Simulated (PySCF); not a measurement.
# From computed data to an observable: oscillator strength and radiative lifetime

Se(SH)(GeH3) (GeH₄SSe), SMILES S[Se][GeH3].

Coordinates come from a PBE-D3(BJ)/def2-SVP optimisation. This is a generated structure with no PubChem entry under its InChIKey; it may be hypothetical. Other conformers were not sampled.

TDA-ωB97X/def2-SVPD in PySCF puts the first singlet state with f over 0.02 at 6.47 eV (vertical), with the transition dipole (-0.562, 0.168, 0.407) in atomic units.

Question: Find the oscillator strength, the wavelength and the radiative lifetime that this transition would have in vacuum if emission retraced absorption.

Answer: 
|μ|² = 0.5097 au, so |μ| = 1.81 D. ΔE = 6.47/27.211 = 0.2378 hartree. f = (2/3) ΔE |μ|² = 0.081 (the program prints 0.081).
λ = 1239.84/6.47 = 192 nm; ν = 52184 cm⁻¹.
Einstein's coefficient A = 0.6670 ν² f s⁻¹ (ν in cm⁻¹) = 1.5e8 s⁻¹, so τ = 1/A = 6.8 ns. This state is S5; the lower singlets have f = 0.002, 0.004, 0.013, 0.010. The figure is the radiative limit of this one transition; relaxation, internal conversion, crossing to triplets and a medium change what is measured.
